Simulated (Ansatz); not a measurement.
Born–Oppenheimer molecular dynamics of ClF4H3NTa (10 atoms, charge 0, multiplicity 1). It starts at the highest image of a converged band. Of that band: A vibrational analysis at the climbing image gives no mode beyond 40i cm⁻¹: the surface is too flat there to confirm a saddle point.

Level of theory: Ansatz, RKS B3LYP-D4/def2-SVP.

```yaml
ensemble: NVE (velocity Verlet)
time_step: 0.5 fs
steps_asked: 200
starting_velocities_drawn_for: 100 K
seed: 3182
```

First frame:

```xyz
10
Properties=species:S:1:pos:R:3
Ta 0.109 -0.003 0.086
N 2.134 0.162 0.168
H 2.635 0.512 0.983
H 2.733 0.138 -0.656
F 0.229 0.240 1.956
F 0.444 -0.612 -1.671
F -0.566 1.674 -0.351
F -1.407 -1.117 0.261
Cl 1.282 -2.710 0.770
H 2.116 -1.685 0.595
```

Problem. How far do the bonds stretch over the last three quarters of this one trajectory? (Pairs bonded in most of those frames.)

Solution. 
```tsv
bond	mean (Å)	spread (Å)	shortest	longest
Ta1–N2	2.059	0.012	2.04	2.09
Ta1–F5	1.890	0.005	1.88	1.90
Ta1–F6	1.885	0.010	1.87	1.90
Ta1–F7	1.861	0.008	1.85	1.87
Ta1–F8	1.882	0.010	1.87	1.90
Ta1–Cl9	2.916	0.043	2.84	2.98
N2–H3	1.020	0.004	1.01	1.03
N2–H4	1.020	0.005	1.01	1.03
Cl9–H10	1.382	0.037	1.31	1.51
```

Pairs bonded in part of these frames only: Ta1–H10 46 %.

Mean temperature of the second half: 63 K. The conserved energy stayed within 0.021 meV per atom of its start (net change 0.014 meV per atom), so the integration is sound. A run of 0.1 ps of so small a system gives no equilibrium averages. The orbitals stay closed-shell, which can raise the energy where a bond breaks towards radicals; this wasn't checked here.

Time of the run: 6.7 min on 4 threads of Intel(R) Xeon(R) 6975P-C (Granite Rapids), with other jobs on the host, peak memory 0.45 GiB.
